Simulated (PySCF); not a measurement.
C12H9N, SMILES C1=CC2=CC=CC3=CC=CC(=C1)N23, GFN2-xTB optimised geometry.

```
22

C      1.76     2.42     0.00
C      2.44     1.22     0.00
C      1.74     0.00     0.00
C      2.44    -1.22     0.00
C      1.76    -2.42     0.00
C      0.38    -2.41     0.00
C     -0.33    -1.20     0.00
C     -1.74    -1.19     0.00
C     -2.43     0.00     0.00
C     -1.74     1.19     0.00
C     -0.33     1.20     0.00
C      0.38     2.41     0.00
N      0.36     0.00     0.00
H      2.30     3.35     0.00
H      3.51     1.19     0.00
H      3.51    -1.19     0.00
H      2.30    -3.35     0.00
H     -0.19    -3.32     0.00
H     -2.24    -2.14     0.00
H     -3.51     0.00     0.00
H     -2.24     2.14     0.00
H     -0.19     3.32     0.00
```

Density from PySCF with CAM-B3LYP/def2-SVP at that geometry.

Minimum of the electron density along straight lines between bonded atoms, close to the bond critical point (lines longer than 1.1 times the sum of covalent radii, or with two minima, are not listed):

```
bond     length / Å  ρ at the minimum / e bohr⁻³  ∇²ρ there / e bohr⁻⁵  position (fraction from the first atom)
-------  ----------  ---------------------------  --------------------  ---------------------------------------
C1–C2         1.378                        0.317                 -0.82                                     0.51
C2–C3         1.406                        0.302                 -0.77                                     0.47
C3–C4         1.406                        0.302                 -0.77                                     0.53
C4–C5         1.378                        0.317                 -0.82                                     0.49
C5–C6         1.378                        0.317                 -0.82                                     0.51
C6–C7         1.406                        0.302                 -0.77                                     0.47
C7–C8         1.406                        0.303                 -0.77                                     0.53
C8–C9         1.378                        0.317                 -0.82                                     0.49
C9–C10        1.378                        0.317                 -0.82                                     0.51
C10–C11       1.406                        0.302                 -0.77                                     0.47
C1–C12        1.378                        0.317                 -0.82                                     0.51
C11–C12       1.406                        0.302                 -0.77                                     0.53
C3–N13        1.380                        0.302                 -0.71                                     0.34
C7–N13        1.380                        0.302                 -0.71                                     0.34
C11–N13       1.380                        0.302                 -0.71                                     0.34
C1–H14        1.079                        0.286                 -1.12                                     0.64
C2–H15        1.077                        0.283                 -1.07                                     0.63
C4–H16        1.077                        0.283                 -1.07                                     0.63
C5–H17        1.079                        0.286                 -1.12                                     0.64
C6–H18        1.077                        0.283                 -1.07                                     0.63
C8–H19        1.077                        0.283                 -1.07                                     0.63
C9–H20        1.079                        0.286                 -1.12                                     0.64
C10–H21       1.077                        0.283                 -1.07                                     0.63
C12–H22       1.077                        0.283                 -1.07                                     0.63
```
